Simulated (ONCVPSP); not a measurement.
# How hard is this W ONCV potential?

| Quantity | Value |
| --- | --- |
| Element | W |
| Generator | ONCVPSP 4.0.1 |
| Type | optimised norm-conserving Vanderbilt (ONCV) |
| Functional | PBE |
| Relativity | scalar-relativistic |
| Frozen core | [Kr] 4d10 |
| Valence charge | 28 |
| Reference configuration | 4f14 5s2 5p6 5d4 6s2 |
| Partial waves | 5s+6s: rc 1.45 bohr, ncon 3, nbas 6, qcut 6.8 1/bohr, 2 projectors; 5p: rc 1.55 bohr, ncon 5, nbas 8, qcut 7.1 1/bohr, 3 projectors, debl 0.6 Ha; 5d: rc 2.25 bohr, ncon 3, nbas 8, qcut 6 1/bohr, 2 projectors, debl 1.2 Ha; 4f: rc 1.15 bohr, ncon 4, nbas 9, qcut 13.7 1/bohr, 1 projector |
| Local potential | polynomial inside 1.15 bohr (lpopt 3, dvloc0 4 Ha) |
| Core correction | none |

In the p channel the program set the typed energies aside and used -1.588, 0.250, 0.850 Ha.

Task: For each optimised wave give the share of its norm inside rc, the residual kinetic energy above qcut (Ha) and the cutoffs (Ha) for errors of 10, 1, 0.1 and 0.01 mHa per electron.

Result:

| wave | norm inside rc | residual KE | 10 mHa | 1 mHa | 0.1 mHa | 0.01 mHa |
| --- | --- | --- | --- | --- | --- | --- |
| 5s | 0.867 | 1.7e-04 | 15.8 | 19.8 | 31.2 | 76.0 |
| 6s | 0.042 | 7.4e-05 | 12.7 | 18.3 | 22.7 | 46.2 |
| 5p | 0.785 | 1.3e-03 | 18.4 | 27.1 | 73.4 | 85.6 |
| p projector 2 | 0.077 | 4.4e-04 | 9.6 | 22.8 | 40.0 | 74.0 |
| p projector 3 | 0.045 | 3.8e-04 | 8.2 | 22.4 | 31.3 | 66.3 |
| 5d | 0.660 | 2.0e-06 | 9.8 | 12.7 | 14.9 | 16.7 |
| d projector 2 | 0.099 | 3.5e-06 | 9.5 | 12.7 | 15.2 | 17.1 |
| 4f | 0.941 | 3.8e-04 | 80.4 | 89.4 | 195.0 | 315.8 |

The occupied waves need 89 Ha and 195 Ha for 1 and 0.1 mHa.
